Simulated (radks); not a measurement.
Charge is removed step by step from the 6s up level of Pt, starting from [Xe] 4f14 5d9 6s(up 1, down 0). Method: scalar-relativistic Kohn-Sham, PBE, spin-polarised, spherical densities, finite nucleus; open shells are filled with parallel spins first (spin-orbit coupling, left out, can overturn this in heavy ions); Fermi nuclear charge, rms radius 5.427 fm; computed with a radial shooting solver on a logarithmic mesh with Libxc functionals.

removed (e)  E - E(0) (eV)  eigenvalue (eV)  E minus straight line (eV)
0                    0.000           -6.082                       0.000
0.25                 1.729           -7.760                      -0.648
0.5                  3.882           -9.484                      -0.871
0.75                 6.472          -11.249                      -0.659
1                    9.508          -13.049                       0.000

Removing the whole electron costs 9.508 eV by Delta-SCF, against 6.082 eV from minus the eigenvalue at the starting occupation. Slater's transition state (half an electron removed) gives 9.484 eV. Integrating minus the eigenvalue over the occupation (Janak's theorem) gives 9.511 eV. In this scalar-relativistic scheme the density is built from large components alone, so the theorem holds only approximately. The mean slope of the eigenvalue, de/dn, is 6.97 eV per electron. Ionisation energy of Pt in the NIST Atomic Spectra Database: 8.959 eV (measured).
